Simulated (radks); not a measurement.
Results of a calculation; reference values are marked as such.
Spin polarisation of the 4s1 shell in the zinc ion Zn+. Start: [Ar] 3d10 4s(up 0.5, down 0.5); electrons of 4s are moved from spin down to spin up, other shells keep equal spins. Code: a radial shooting solver on a logarithmic mesh with Libxc functionals. Model: scalar-relativistic Kohn-Sham, PBE, spin-polarised, spherical densities, point nucleus.

| moment (Bohr magnetons) | E - E(0) (eV) | e(4s up) (eV) | e(4s down) (eV) | 3d down minus up (eV) | 3p down minus up (eV) | 3s down minus up (eV) |
|---|---|---|---|---|---|---|
| 0 | 0.000 | -13.998 | -13.998 | 0.000 | 0.000 | 0.000 |
| 0.25 | -0.018 | -14.140 | -13.849 | 0.054 | 0.011 | 0.005 |
| 0.5 | -0.073 | -14.276 | -13.694 | 0.109 | 0.022 | 0.010 |
| 0.75 | -0.164 | -14.403 | -13.529 | 0.164 | 0.033 | 0.015 |
| 1 | -0.292 | -14.521 | -13.327 | 0.218 | 0.044 | 0.021 |

At moment 1 the spin-polarisation energy is -0.292 eV and the 4s exchange splitting 1.194 eV, that is 1.194 eV per Bohr magneton; E = -I m^2/4 would give I = 1.168 eV.
